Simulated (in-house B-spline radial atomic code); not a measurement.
Cs⁺. Computed with a B-spline radial atomic code. Model: non-relativistic spherical atom: semilocal Troullier-Martins pseudo-atom, one channel per l, against all electrons, high spin, G0W0 and RPA with empty states to l = 8, local potential for every l without a channel, a model core (radius 0 = none) keeps its share of the functional.

Without relativity these are model numbers for so heavy an element.

What the tables leave out is listed at the end.

The pseudopotential gives back the lowest level of each angular momentum of its own functional in the configuration it was made in; a second state of the same l is only approximately right. Exact exchange, RPA and GW see the smooth pseudo-orbitals and miss the exchange with the core, for which the functional's share stands in. The column with an uncorrelated core keeps all orbitals and exact exchange, and so separates missing core correlation from pseudisation. Only the three outermost levels and the lowest empty one were computed. RPA here is direct RPA, with no exchange kernel, and its energies carry an (l + 1/2)⁻⁴ tail. A hybrid on a potential with a model core restores only its own semilocal share of the core's exchange.

Command:
```bash
python run_psgw.py task.json out
```
Settings (lengths in bohr, energies in hartree):
```
Z                      55
electrons              54
configuration          [Kr] 4d10 5s2 5p6
generated_in           [Xe] 6s1
functional             pbe,pbe
core_shells            10
radius_factor          0.8
core_correction        True
```

Time taken, with all properties: 28 s on 1 thread of Arm Neoverse N1 (shared host).

Given: made with PBE; model core radius 1.41 bohr; local radius 1.74 bohr; mean-field start PBE.

Valence shells of the generating configuration: 5p, 6s.

Channel: s 3.4, p 1.447, d 2.444 (radii in bohr).

Computed: largest level miss in the spin-unpolarised generating configuration 0 eV; valence RPA correlation energy pseudo -0.35873 hartree; all-electron RPA polarisability, core included 14.721 bohr³; pseudo-atom RPA polarisability 15.25 bohr³.

```json
{"level": "5p", "occupied": "1", "mean-field all-electron (eV)": "-18.649", "mean-field pseudo minus all (eV)": "0.008", "G0W0 all-electron (eV)": "-23.542", "G0W0 uncorrelated core minus all (eV)": "-0.053", "G0W0 pseudo minus all (eV)": "0.805", "exchange self-energy all-electron (eV)": "-20.981", "exchange self-energy pseudo (eV)": "-14.277"}
{"level": "6s (empty)", "occupied": "0", "mean-field all-electron (eV)": "-5.3866", "mean-field pseudo minus all (eV)": "-0.028", "G0W0 all-electron (eV)": "-3.6431", "G0W0 uncorrelated core minus all (eV)": "0.1", "G0W0 pseudo minus all (eV)": "-0.341", "exchange self-energy all-electron (eV)": "-1.402", "exchange self-energy pseudo (eV)": "-1.5565"}
```

Task: What is the valence RPA correlation energy all-electron orbitals?

Result: -0.2419 hartree.

Given: mean-field start PBE0.

Computed: valence RPA correlation energy all-electron orbitals -0.2222 hartree; valence RPA correlation energy pseudo -0.33361 hartree; all-electron RPA polarisability, core included 13.32 bohr³.

```
     level  occupied  mean-field all-electron (eV)  mean-field pseudo minus all (eV)  G0W0 all-electron (eV)  G0W0 uncorrelated core minus all (eV)  G0W0 pseudo minus all (eV)  exchange self-energy all-electron (eV)  exchange self-energy pseudo (eV)
        5p         1                       -20.111                             0.684                 -23.718                                  -0.02                       1.128                                 -20.948                           -14.086
6s (empty)         0                       -4.8021                            -0.163                 -3.6832                                  0.086                       -0.28                                 -1.1963                           -1.2371
```

Task: What is the pseudo-atom RPA polarisability?

Result: 14.991 bohr³.

Among the listed levels the largest G0W0 shift of the pseudo-atom is +1.13 eV, for 5p on the PBE0 start, while leaving the core uncorrelated moves that level by -0.02 eV. So pseudisation and the lost core exchange, not the missing core correlation, make the error. Not in the tables (levels of low weight, unsolved or above zero; the highest and the empty levels are kept at any weight): no Hartree-Fock pseudo-atom is run with a model core.
